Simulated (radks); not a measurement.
Pm+, 60 electrons, occupied as [Xe] 4f5 6s1.

All-electron calculation, Dirac Kohn-Sham, PBE, spin-unpolarised, spherical densities, point nucleus; open shells fill j = l - 1/2 first. Program: a radial shooting solver on a logarithmic mesh with Libxc functionals.

Energy parts (hartree):
| part | energy |
|---|---|
| total | -10026.9594 |
| kinetic | 10843.7404 |
| electron-nucleus | -24522.1769 |
| Hartree | 3881.0336 |
| exchange-correlation | -229.5566 |

Orbitals (lengths in bohr, moments of r in powers of bohr):
| orbital | occ. | eigenvalue (hartree) | <r> |
|---|---|---|---|
| 1s1/2 | 2 | -1653.237 | 0.02318 |
| 2s1/2 | 2 | -268.8404 | 0.09845 |
| 2p1/2 | 2 | -254.5788 | 0.08245 |
| 2p3/2 | 4 | -233.9898 | 0.08896 |
| 3s1/2 | 2 | -58.78359 | 0.2601 |
| 3p1/2 | 2 | -52.67363 | 0.2498 |
| 3p3/2 | 4 | -48.53353 | 0.2624 |
| 3d3/2 | 4 | -37.92357 | 0.2339 |
| 3d5/2 | 6 | -37.02641 | 0.2378 |
| 4s1/2 | 2 | -11.85699 | 0.5929 |
| 4p1/2 | 2 | -9.53329 | 0.6082 |
| 4p3/2 | 4 | -8.63041 | 0.6368 |
| 4d3/2 | 4 | -4.81137 | 0.6828 |
| 4d5/2 | 6 | -4.65099 | 0.6930 |
| 4f5/2 | 5 | -0.30293 | 1.047 |
| 4f7/2 | 0 | -0.28572 | 1.067 |
| 5s1/2 | 2 | -1.75665 | 1.442 |
| 5p1/2 | 2 | -1.13744 | 1.628 |
| 5p3/2 | 4 | -1.01732 | 1.720 |
| 5d3/2 | 0 | -0.27108 | 2.817 |
| 5d5/2 | 0 | -0.26302 | 2.882 |
| 6s1/2 | 1 | -0.30502 | 3.968 |
| 6p1/2 | 0 | -0.20147 | 4.898 |
| 6p3/2 | 0 | -0.19037 | 5.116 |

The highest occupied level is 4f5/2 at -8.243 eV. Summed over all electrons, <r^2> = 59.78 bohr^2, which gives a Langevin (diamagnetic) susceptibility term of -47.3 x 10^-6 cm^3/mol. The density falls to 0.001 e/bohr^3 at r = 4.57 bohr.
